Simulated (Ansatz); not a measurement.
The same redistribution along the group Si, Ge, Sn.

Isolated molecules relaxed with PBE0-D4/def2-TZVP in Ansatz; ΔE leaves out vibrations. CCSD(T)/CBS adds triple-zeta CCSD(T) − MP2 to the extrapolated MP2 energy (def2 sets, frozen cores). This one scheme is used for every species. Elements past krypton have def2 core potentials. For Ge, Sn outer-core shells are correlated without core-valence functions, which leaves a few kJ/mol of doubt a bond. Scalar relativity is left out up to krypton. Each species was taken in one conformer, which may not be the lowest.

Problem. Order these by ΔE at CCSD(T)/CBS, lowest first. (An estimate is asked.)
A. `N[Si](Cl)(Cl)Cl` + `[SH][Al]([SH])[Cl]` → `Cl[Si](Cl)(Cl)Cl` + `[NH2][Al]([SH])[SH]`
B. `[NH2][Sn]([Cl])([Cl])[Cl]` + `[SH][Al]([SH])[Cl]` → `[Cl][Sn]([Cl])([Cl])[Cl]` + `[NH2][Al]([SH])[SH]`
C. `[NH2][Ge]([Cl])([Cl])[Cl]` + `[SH][Al]([SH])[Cl]` → `[Cl][Ge]([Cl])([Cl])[Cl]` + `[NH2][Al]([SH])[SH]`

Solution. B (+3.0 kJ/mol), C (+33.7 kJ/mol), A (+52.6 kJ/mol).

Largest T1 diagnostic: 0.011, for `[NH2][Sn]([Cl])([Cl])[Cl]`.
